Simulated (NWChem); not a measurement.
ZnCl$_{2}$; SMILES [Cl][Zn][Cl]

```xyz
3

Zn     0.0000     0.0000    -0.1145
Cl     2.0970     0.0000    -0.1146
Cl    -2.0970     0.0000    -0.1146
```
Atoms are numbered in this order, from 1.

Coordinates come from a PBE0/def2-SVP optimisation.

Question: Give the principal values of the shielding tensors (ppm) of Zn1, Cl2 from PBE0/pcSseg-1, GIAO (NWChem), with their diamagnetic and paramagnetic parts as GIAO splits them.

Answer: 
```json
[
 {"atom": "Zn1", "σ11": "1291.6", "σ22": "1291.6", "σ33": "2531.2", "isotropic": "1704.8", "diamagnetic": "2523.2", "paramagnetic": "-818.4"},
 {"atom": "Cl2", "σ11": "988.4", "σ22": "988.4", "σ33": "1155.4", "isotropic": "1044.0", "diamagnetic": "1147.2", "paramagnetic": "-103.1"}
]
```
